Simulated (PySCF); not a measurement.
Gas-phase reaction: Sn(CH3)4 → SnH2 + C4H10 (isobutane), at 800 K and a standard pressure of 1 bar. Level: PBE0/def2-SVP†.

Energies from PySCF, thermal terms from the rigid-rotor harmonic-oscillator model, ideal gas at 1 bar. † marks an energy on the PBE0/def2-TZVP geometry and frequencies. All species are closed-shell singlets. Sn: scalar-relativistic def2 core potential, no spin-orbit coupling. SnH2: computed as isolated molecules; such fragments, hydroxides, amides, oligomers or adducts are transient or little studied in the gas. The harmonic model lacks anharmonicity and excited electronic states, which grow with temperature; levels with a mode under 35 cm⁻¹ are left out. Internal rotation in Sn(CH3)4, C4H10 (isobutane) is treated as a harmonic vibration of one conformer, which makes the entropy rough.

| species | E (Ha) | H(800 K) − E (kJ/mol) | S°(800 K) (J/mol/K) |
|---|---|---|---|
| Sn(CH3)4 | -373.62387 | 518.8 | 619.9 |
| SnH2 | -215.44993 | 57.0 | 270.6 |
| C4H10 (isobutane) | -158.13992 | 439.5 | 434.9 |
E: electronic energy; H − E holds the zero-point and thermal terms. 1 Ha = 2625.5 kJ/mol.

Work out ΔH°, ΔS°, ΔG° and log10 K from these numbers.

1. ΔE = 1×(-215.44993) + 1×(-158.13992) − 1×(-373.62387) = 0.03402 Ha = 89.3 kJ.
2. Δ(H − E) = 1×(57.0) + 1×(439.5) − 1×(518.8) = -22.3 kJ, so ΔH° = 67.0 kJ.
3. ΔS° = 1×(270.6) + 1×(434.9) − 1×(619.9) = 85.6 J/K; the number of gas molecules changes by +1.
4. ΔG° = ΔH° − TΔS° = 67.0 − 800×(85.6)/1000 = -1.5 kJ.
5. log10 K = −ΔG°/(RT ln 10) = 0.10, with RT ln 10 = 15.32 kJ/mol; at standard pressures the products are favoured.
6. A shift of 10 kJ in ΔE would move log10 K by 0.65 here.
7. With ΔH° and ΔS° held fixed, ΔG° changes sign near ΔH°/ΔS° = 780 K.
8. Lowering the total pressure from 1 bar to 0.01 bar multiplies the mole-fraction quotient K_x = K (p/p°)^(−Δn) by 10^2, which pushes the balance towards the products.
For scale, ΔH°(298 K) is 80 kJ at this level, 116 kJ at ωB97M-V/def2-TZVP†, and runs from -225 to 149 kJ over the 16 levels computed.
